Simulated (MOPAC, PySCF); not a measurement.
[Hf(F)2(H)2], neutral singlet in the gas phase. 

Z-matrix (Å, degrees):
```
Hf
F 1 1.9046
F 1 1.9046 2 115.25
H 1 1.8541 2 108.25 3 -121.33
H 1 1.8541 4 108.43 2 117.22
```
Charge 0, multiplicity 1.

All levels are single points at this geometry (PBE-D3(BJ)/def2-SVP); Pople sets use spherical d functions. Orbital energies aren't observables, and empty levels follow the basis.

PM7 in MOPAC gives dipole (D) = 2.46.

Estimate the dipole (D) from each of these levels: B3LYP-D3(BJ)/def2-TZVP in PySCF; PBE-D3(BJ)/def2-TZVP in PySCF; TPSSh-D3(BJ)/def2-TZVP in PySCF; B3LYP/6-311+G** (LANL2DZ on Hf) in PySCF; B3LYP/6-31G* (LANL2DZ on Hf) in PySCF; B3LYP/LANL2DZ in PySCF; BP86/6-31G* (LANL2DZ on Hf) in PySCF; M06-2X/6-31G* (LANL2DZ on Hf) in PySCF; PBE/6-31G* (LANL2DZ on Hf) in PySCF; SVWN5/6-31G* (LANL2DZ on Hf) in PySCF; HF/6-31G* (LANL2DZ on Hf) in PySCF; PM6 in MOPAC.


| level | dipole (D) |
|---|---|
| B3LYP-D3(BJ)/def2-TZVP in PySCF | 0.29 |
| PBE-D3(BJ)/def2-TZVP in PySCF | 0.17 |
| TPSSh-D3(BJ)/def2-TZVP in PySCF | 0.16 |
| B3LYP/6-311+G** (LANL2DZ on Hf) in PySCF | 0.69 |
| B3LYP/6-31G* (LANL2DZ on Hf) in PySCF | 0.09 |
| B3LYP/LANL2DZ in PySCF | 0.59 |
| BP86/6-31G* (LANL2DZ on Hf) in PySCF | 0.27 |
| M06-2X/6-31G* (LANL2DZ on Hf) in PySCF | 0.12 |
| PBE/6-31G* (LANL2DZ on Hf) in PySCF | 0.24 |
| SVWN5/6-31G* (LANL2DZ on Hf) in PySCF | 0.17 |
| HF/6-31G* (LANL2DZ on Hf) in PySCF | 0.17 |
| PM6 in MOPAC | 0.24 |
